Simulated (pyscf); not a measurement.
Structures and frequencies: ωB97X-D3(BJ)/def2-SVP in PySCF. MP2 and CC: frozen core, UHF for open shells. ΔMP2 is the change of the MP2 total energy from the triple- to the quadruple-zeta basis. Singlets are restricted, triplets unrestricted.

Singlet (Å):
```xyz
4

B      0.5433     2.0229     0.0441
As     0.8115     0.0983    -0.6694
H      0.5205    -0.3537     0.7578
H     -0.6683     0.1454    -1.0351
```

Triplet (Å):
```xyz
4

B      1.5303    -0.8346    -0.2704
As     0.2146     0.0771    -1.4280
H     -0.0952     1.2904    -0.5689
H     -1.0405    -0.6929    -1.0565
```

For these two minima of B–AsH₂, which spin state lies lower at CCSD(T)/def2-TZVPP + ΔMP2(QZVPP), and by how much (electronic energies)?

The singlet, by 100.3 kJ/mol. Zero-point energy shifts E(triplet) − E(singlet) by +2.8 kJ/mol. B–AsH₂ [singlet] lies 184.0 kJ/mol over its isomer H₂B–As: [triplet], and others may lie lower still (electronic energy, ωB97M-D3(BJ)). 

E(triplet) − E(singlet) by level (kJ/mol):

```
level                                gap
--------------------------------  ------
ωB97X-D3(BJ)/def2-TZVP             +89.6
PBE/def2-TZVP                      +71.1
r²SCAN/def2-TZVP                   +43.4
B3LYP-D3(BJ)/def2-TZVP             +82.4
PBE0-D3(BJ)/def2-TZVP              +64.1
M06-2X/def2-TZVP                   +84.8
ωB97M-D3(BJ)/def2-TZVP            +105.4
HF/def2-TZVP                        +5.3
MP2/def2-QZVPP                     +78.8
CCSD/def2-TZVPP                    +92.1
CCSD(T)/def2-TZVPP                 +95.8
CCSD(T)/def2-TZVPP + ΔMP2(QZVPP)  +100.3
```

The triplet is the lowest one reached from the SCF start used. The CCSD(T) − MP2 part came from Ansatz, without density fitting, on the same reference. The frozen core leaves the outer d or s,p core shells of the metals and heavy elements correlated in the MP2 and CC values, and def2-TZVPP describes them poorly, which can shift differences by a few kcal/mol. Elements up to Kr have no core potential and no relativistic terms here.
